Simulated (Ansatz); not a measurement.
`[F][Ga]([Cl])[SeH]` + CH₃OH → `C[O][Ga]([F])[Cl]` + H₂Se at 700 K and 1 bar (ligand exchange at a Ga–Se bond).

Calculated with Ansatz (gas phase, PBE0-D4/def2-TZVP geometries, no zero-point term in ΔE). CCSD(T)/CBS adds triple-zeta CCSD(T) − MP2 to the extrapolated MP2 energy (def2 sets, frozen cores). This one scheme is used for every species. For Ga, Se outer-core shells are correlated without core-valence functions, which leaves a few kJ/mol of doubt a bond. Scalar relativity is left out up to krypton. Each species was taken in one conformer, which may not be the lowest.

| species | CCSD(T)/CBS energy (Eh) | H − E (kJ/mol) | S (J/(mol·K)) |
| --- | --- | --- | --- |
| `[F][Ga]([Cl])[SeH]` | -4884.95419 | 87.3 | 431.3 |
| CH₃OH | -115.61712 | 170.8 | 288.5 |
| `C[O][Ga]([F])[Cl]` | -2598.65197 | 188.1 | 468.3 |
| H₂Se | -2401.89790 | 61.1 | 251.1 |

H − E and S are ideal-gas, rigid-rotor, harmonic terms from PBE0-D4/def2-TZVP, for one conformer and one mirror image of each species. 1 Eh = 2625.50 kJ/mol, R = 8.31446 J/(mol·K).

Question: By hand: ΔE, ΔH, ΔS and ΔG.

Answer: ΔE = (-2598.65197) + (-2401.89790) − (-4884.95419) − (-115.61712) = 0.02144 Eh = 56.3 kJ/mol. Δ(H − E) = 188.1 + 61.1 − 87.3 − 170.8 = -8.9, so ΔH = 47.4 kJ/mol. ΔS = 468.3 + 251.1 − 431.3 − 288.5 = -0.4 J/(mol·K). ΔG = 47.4 − 700 × (-0.4)/1000 = 47.7 kJ/mol.

Question: By hand: the equilibrium constant, and the temperature at which ΔG would vanish if ΔH and ΔS stayed fixed.

Answer: log₁₀ K = −ΔG/(RT ln 10) = -3.6. ΔH and −TΔS have one sign here, so there is no such temperature. One of them is within its doubt of zero, so this could turn.

The number of gas molecules stays the same, so ΔS is small and ΔH decides. A doubt of 5 kJ/mol in ΔE shifts log₁₀ K by 0.4 here. Other conformers and mirror images would add mixing entropy, several J/(mol·K) or more a flexible species. These are equilibria of isolated gas molecules and say nothing of rates. Largest T1 diagnostic: 0.014 (customary marks: 0.02 for closed shells, 0.045 for open ones).
